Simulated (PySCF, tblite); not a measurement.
Isomers of [C7H3N4]- (charge -1), one GFN2-xTB conformer each. Single-point energies are computed at PBE0/pcSseg-1 (PySCF, gas phase, no added dispersion term), electronic only.

| SMILES | GFN2-xTB relative energy (kcal/mol) |
| --- | --- |
| N#Cc1cccc2[n-]nnc12 | 1.5 |
| N#Cc1ccc2[n-]nnc2c1 | 0.0 |

What does PBE0/pcSseg-1 give for the same structures?

| SMILES | PBE0/pcSseg-1 E (Eh) | PBE0/pcSseg-1 (kcal/mol) | GFN2-xTB (kcal/mol) | point group |
| --- | --- | --- | --- | --- |
| N#Cc1ccc2[n-]nnc2c1 | -486.96614 | 0.0 | 0.0 | Cs |
| N#Cc1cccc2[n-]nnc12 | -486.96232 | 2.4 | 1.5 | Cs |

Both levels put the same isomer lowest. Neighbours under 5.0 kcal/mol apart (N#Cc1ccc2[n-]nnc2c1 and N#Cc1cccc2[n-]nnc12) can change places with a better method, another conformer or zero-point energy.

What happens when harmonic zero-point energies from GFN2-xTB frequencies are added?

| SMILES | ZPE (kcal/mol) | electronic (kcal/mol) | with ZPE (kcal/mol) |
| --- | --- | --- | --- |
| N#Cc1ccc2[n-]nnc2c1 | 55.6 | 0.0 | 0.0 |
| N#Cc1cccc2[n-]nnc12 | 55.7 | 2.4 | 2.4 |

The zero-point energies span 0.1 kcal/mol. The order is unchanged.
